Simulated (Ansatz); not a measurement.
Consider the formal exchange of groups at the Si–F bond: `CO[SiH](F)[SiH3]` + CH₄ → `CO[SiH](C)[SiH3]` + H–F.

Program: Ansatz. Geometries: PBE0-D4/def2-TZVP. ΔE: electronic, gas phase. CBS: MP2 limit from def2 TZ/QZ plus the TZ coupled-cluster correction, frozen cores. This one scheme is used for every species. Functionals use def2-TZVPP. B3LYP here is the variant with VWN-RPA as its local correlation; programs differ in this. Each species was taken in one conformer, which may not be the lowest.

| level | ΔE (kJ/mol) |
| --- | --- |
| B3LYP | 166.3 |
| MP2/def2-TZVPP | 150.2 |
| CCSD(T)/def2-TZVPP | 151.2 |
| SCS-MP2/def2-QZVPP | 157.1 |

Problem. What does CCSD(T)/CBS give? (An estimate is asked.)

Solution. The calculation gave: +150.7 kJ/mol. The listed levels differ from it by 15.6, -0.5, 0.5, 6.4 kJ/mol.

Largest T1 diagnostic among the species: 0.012.

In def2-TZVPP, CCSD(T) changes the Hartree–Fock value by −26.0 kJ/mol (the triples alone add −3.1 kJ/mol) and MP2 by −27.0 kJ/mol. The D4 term adds −8.6 kJ/mol with B3LYP and −4.9 kJ/mol with PBE0; it sums over pairs of atoms, weighted by their polarisabilities, and B3LYP, whose exchange is more repulsive, gets the larger term.
